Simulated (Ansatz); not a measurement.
SeCl, multiplicity 2 (lowest of 2S+1 = 2, 4 at CCSD(T)/def2-TZVPP on PBE0 minima; our sources give no spin for the ground state, which may be another), most abundant isotopes (34.9689 and 79.9165 u). Constants from fifth-degree fits in 1/R to seven points on the lowest solution found; no spin–orbit coupling, no relativity up to Kr; ω_e x_e and α_e move by some per cent with the fit.

Correlated levels freeze the inner cores; with def2 sets outer-core shells near the valence are correlated too. CBS(a, b) extrapolates the correlation energy as X⁻³ and adds the Hartree–Fock energy of set b.

The values were computed with Ansatz (Gaussian orbitals). Each number belongs to the level named beside it.

| level | r_e (Å) | ω_e (cm⁻¹) | ω_e x_e (cm⁻¹) | α_e (cm⁻¹) |
|---|---|---|---|---|
| PBE/def2-TZVPP | 2.1426 | 434.8 | 1.47 | 0.000717 |
| CCSD(T)/CBS(def2-TZVPP, def2-QZVPP) | 2.1170 | 452.7 | 1.60 | 0.000744 |

**Question.** Derive the rotational constants, the centrifugal constant, the fundamental, the zero-point energy and the force constant.

**Answer.** 
μ = 24.32502 u.
- PBE/def2-TZVPP: B_e = 16.8576/(μ r_e²) = 0.15097 cm⁻¹; B₀ = B_e − α_e/2 = 0.15061 cm⁻¹; D = 4B_e³/ω_e² = 7.28e-08 cm⁻¹; fundamental ω_e − 2ω_e x_e = 432 cm⁻¹; zero-point energy ω_e/2 − ω_e x_e/4 = 217 cm⁻¹; k = μ(2πcω_e)² = 271 N/m
- CCSD(T)/CBS(def2-TZVPP, def2-QZVPP): B_e = 16.8576/(μ r_e²) = 0.15463 cm⁻¹; B₀ = B_e − α_e/2 = 0.15426 cm⁻¹; D = 4B_e³/ω_e² = 7.22e-08 cm⁻¹; fundamental ω_e − 2ω_e x_e = 449 cm⁻¹; zero-point energy ω_e/2 − ω_e x_e/4 = 226 cm⁻¹; k = μ(2πcω_e)² = 294 N/m

Ansatz is an electronic-structure program.
